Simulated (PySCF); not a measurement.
Si(AsH2)(F)(OH)2 (AsFH4O2Si), SMILES O[Si](O)(F)[AsH2]. Atoms are numbered in the order given.

```xyz
9

O     -0.9421    -1.0567     1.5630
Si    -0.8140    -0.2067     0.1618
O     -1.8318     1.0915     0.2764
F     -1.3151    -1.1076    -1.0990
As     1.3880     0.3777    -0.2895
H     -1.8268    -1.1326     1.9392
H     -2.0456     1.5690    -0.5317
H      1.6364     0.7373     1.1636
H      1.8556    -1.0540    -0.1050
```
Charge 0, spin multiplicity 1.

Geometry optimised at ωB97X-D3(BJ)/def2-SVP. The values are those of a single conformer.

Computed with PBE0/pcSseg-1 run with PySCF.

GIAO shieldings, no solvent; atoms listed in one row are averaged. δ = σ(ref) − σ: ¹⁷O against H2O (σ = 334.2 ppm); ²⁹Si against TMS (σ = 352.7 ppm); ¹⁹F against CFCl3 (σ = 167.2 ppm); ⁷⁵As against AsH3 (σ = 1910.2 ppm); ¹H against TMS (σ = 31.56 ppm), references at their B3LYP-D3(BJ)/def2-TZVP geometries, non-relativistic.

```json
[
 {"nucleus": "¹⁷O", "atoms": "O3", "count": "1", "δ (ppm)": "76.1"},
 {"nucleus": "¹⁷O", "atoms": "O1", "count": "1", "δ (ppm)": "70.6"},
 {"nucleus": "²⁹Si", "atoms": "Si2", "count": "1", "δ (ppm)": "-16.3"},
 {"nucleus": "¹⁹F", "atoms": "F4", "count": "1", "δ (ppm)": "-113.4"},
 {"nucleus": "⁷⁵As", "atoms": "As5", "count": "1", "δ (ppm)": "-70.2"},
 {"nucleus": "¹H", "atoms": "H6", "count": "1", "δ (ppm)": "2.88"},
 {"nucleus": "¹H", "atoms": "H7", "count": "1", "δ (ppm)": "2.47"},
 {"nucleus": "¹H", "atoms": "H9", "count": "1", "δ (ppm)": "2.28"},
 {"nucleus": "¹H", "atoms": "H8", "count": "1", "δ (ppm)": "2.17"}
]
```
